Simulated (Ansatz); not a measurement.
Cartesian coordinates in Å:
```
Al -1.4179 0.0788 1.4073
Si 1.0227 -0.2744 1.4340
Si 1.2320 -0.7844 -0.8372
Si -0.4204 0.7031 -1.5532
H -2.3125 -1.2178 1.1912
H -2.0610 1.4550 1.8703
H 1.8317 0.9529 1.6865
H 1.5538 -1.3718 2.2910
H 2.5178 -0.5591 -1.5515
H 0.7356 -2.1559 -1.1364
H -1.5555 0.5450 -0.5385
H -0.0196 2.1260 -1.4082
H -1.1068 0.5027 -2.8553
```

The species carries charge 0 and has multiplicity 1.

(1) List the B3LYP/def2-TZVPP orbital energies in eV (Ansatz 0.2.0). (Estimate.)

## Answers

(1) The calculation gave: Occupied: -1799.63, -1799.05, -1798.58, -1524.26, -144.18, -143.63, -143.17, -112.23, -99.53, -99.47, -99.46, -98.96, -98.93, -98.92, -98.50, -98.48, -98.45, -72.97, -72.79, -72.76, -16.33, -14.65, -13.52, -11.72, -10.45, -9.98, -9.83, -9.55, -9.08, -8.15, -7.88, -7.01. Lowest empty: -1.51, -0.89, -0.65, -0.36, 0.28, 0.41, 0.55, 0.91.

B3LYP here is the variant with VWN-RPA as its local correlation; programs differ in this.
